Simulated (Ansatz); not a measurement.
Species: H₁₁ClSi₅, SMILES `[SiH3][Si]([SiH3])([SiH3])[SiH2]Cl` (Si–Si–Si–Cl torsion 59°) (charge 0, multiplicity 1), formula H11ClSi5.

### Question
How many basis functions does frozen-core CCSD(T)/cc-pVTZ // PBE0-D3(BJ)/def2-SVP run with Ansatz (an electronic-structure program) use, how many core orbitals are frozen, and how many electrons are correlated?

### Answer
358 basis functions and 30 frozen orbitals, which leaves 38 correlated electrons. Core time is of the order of minutes.
